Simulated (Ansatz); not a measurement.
`C[O][Mg][NH2]` → `[NH2][Mg]`• + `C[O]`•  (homolysis of the Mg–O bond)

Computed with Ansatz on PBE0-D4/def2-TZVP structures; ΔE is electronic, products minus reactants. CBS: MP2 limit from def2 TZ/QZ plus the TZ coupled-cluster correction, frozen cores. Functionals use def2-TZVPP. Open shells (•) are unrestricted, without spin–orbit coupling. For Mg outer-core shells are correlated without core-valence functions, which leaves a few kJ/mol of doubt a bond. Each species was taken in one conformer, which may not be the lowest.

```json
{"level": "BLYP-D4", "ΔE (kJ/mol)": "381.8"}
{"level": "r2SCAN-D4", "ΔE (kJ/mol)": "382.4"}
{"level": "CAM-B3LYP-D4", "ΔE (kJ/mol)": "400.8"}
{"level": "CAM-B3LYP", "ΔE (kJ/mol)": "398.5"}
{"level": "HF/def2-SVP", "ΔE (kJ/mol)": "290.4"}
{"level": "CCSD/def2-SVP", "ΔE (kJ/mol)": "403.7"}
{"level": "CCSD(T)/def2-SVP", "ΔE (kJ/mol)": "407.1"}
{"level": "MP2/def2-QZVPP", "ΔE (kJ/mol)": "456.4"}
```

(1) What does CCSD(T)/CBS give? (Best estimate.)

Largest T1 diagnostic among the species: 0.019.

Answers

(1) Ansatz gave: +435.3 kJ/mol. The listed levels differ from it by -53.5, -52.9, -34.5, -36.8, -144.9, -31.6, -28.2, 21.1 kJ/mol.

At CCSD(T), def2-SVP lies −28.2 kJ/mol from the extrapolated value and def2-TZVPP −30.1 kJ/mol. From r2SCAN to r2SCAN0 (25 % exact exchange), in def2-TZVPP and without D4, ΔE moves by −4.0 kJ/mol: exact exchange takes away binding that semilocal exchange gives to molecules. The D4 term adds +3.5 kJ/mol with B3LYP and +2.2 kJ/mol with PBE0; it sums over pairs of atoms, weighted by their polarisabilities, and B3LYP, whose exchange is more repulsive, gets the larger term.

B3LYP here is the variant with VWN-RPA as its local correlation; programs differ in this.
